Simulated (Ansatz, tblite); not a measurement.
Isomers of Al4Sb3⁺ (singlet), found by a short tight-binding search and relaxed with PBE-D4/def2-SVP in Ansatz.

In the def2 sets Sb takes a core potential; there is no spin–orbit coupling. The xTB rows come from tblite. Correlated methods freeze 32 core orbitals; core or outer-core shells of Sb are correlated, in sets that lack core-valence functions.

Run but left out: HF/def2-SVP (A: restricted singlet, unstable towards broken spin symmetry).

A: The restricted singlet is unstable towards broken spin symmetry in Hartree–Fock (as tested in another run); at revPBE-D4/def2-TZVP, r2SCAN-D4/def2-TZVP, PBE0-D4/def2-TZVP, ωB97M-V/def2-TZVP this wasn't settled. At CCSD(T)/def2-SVP the restricted singlet (for correlated methods, its reference) is unstable: a solution with broken spin symmetry lies lower. B: The restricted singlet is unstable towards broken spin symmetry in Hartree–Fock (as tested in another run); at PBE-D4/def2-TZVP, revPBE-D4/def2-TZVP, r2SCAN-D4/def2-TZVP, PBE0-D4/def2-TZVP and others this wasn't settled. At CCSD(T)/def2-SVP T1 of the charge 1 singlet is large (up to 0.023), so the single-reference result is doubtful. At CCSD(T)/def2-SVP the restricted singlet (for correlated methods, its reference) is unstable: a solution with broken spin symmetry lies lower. C: The restricted singlet is unstable towards broken spin symmetry in Hartree–Fock (as tested in another run); at PBE-D4/def2-TZVP, revPBE-D4/def2-TZVP, r2SCAN-D4/def2-TZVP, PBE0-D4/def2-TZVP and others this wasn't settled. At CCSD(T)/def2-SVP T1 of the charge 1 singlet is large (up to 0.024), so the single-reference result is doubtful. At CCSD(T)/def2-SVP the restricted singlet (for correlated methods, its reference) is unstable: a solution with broken spin symmetry lies lower.

Other spin states weren't relaxed.

A:

```xyz
7

Al    0.626   -1.932   -1.345
Al   -0.081    2.109   -1.220
Al    1.090    0.122    2.175
Al   -0.848   -0.154    0.202
Sb   -0.873   -0.074   -2.525
Sb   -0.352    2.232    1.427
Sb    0.437   -2.302    1.286
```

B:

Cartesian coordinates in Å:
```
Al 1.6706 -0.2540 1.4353
Al 0.8579 0.9458 -1.8128
Al -1.2781 -0.3269 -1.3127
Al -0.6477 -1.2581 1.2099
Sb 1.7578 2.2371 0.3861
Sb -1.0078 1.4943 0.8033
Sb -1.3528 -2.8382 -0.7092
```

C:

```xyz
7

Al   -1.0412   -0.8222   -0.3742
Al    1.7023    0.7421   -0.0419
Al   -0.7375   -0.8647    2.2761
Al   -0.0415    0.6416   -2.1851
Sb    1.7259    2.4576   -1.9537
Sb    1.4379   -1.6199    0.9880
Sb   -3.0459   -0.5346    1.2907
```

Q: Estimate their order by electronic energy at PBE0-D4/def2-TZVP, counted from the lowest.

A: A (0.0) < B (35.4) < C (91.5), in kJ/mol.

Q: Do the other levels pick the same lowest one?

A: Not GFN1-xTB, GFN2-xTB. Energies above each level's lowest (kJ/mol):

| level | A | B | C |
| --- | --- | --- | --- |
| GFN1-xTB | 52.9 | 0.0 | 139.3 |
| GFN2-xTB | 90.0 | 59.5 | 0.0 |
| PBE-D4/def2-TZVP | 0.0 | 35.8 | 97.1 |
| revPBE-D4/def2-TZVP | 0.0 | 29.8 | 94.8 |
| r2SCAN-D4/def2-TZVP | 0.0 | 47.5 | 87.8 |
| PBE0-D4/def2-TZVP | 0.0 | 35.4 | 91.5 |
| ωB97M-V/def2-TZVP | 0.0 | 31.2 | 80.9 |
| MP2/def2-SVP | 0.0 | 74.7 | 129.2 |
| CCSD/def2-SVP | 0.0 | 31.4 | 66.9 |
| CCSD(T)/def2-SVP | 0.0 | 41.1 | 84.2 |
Point groups (tolerance 0.1 Å): A C3v, B Cs, C not assigned. Lower isomers may exist.
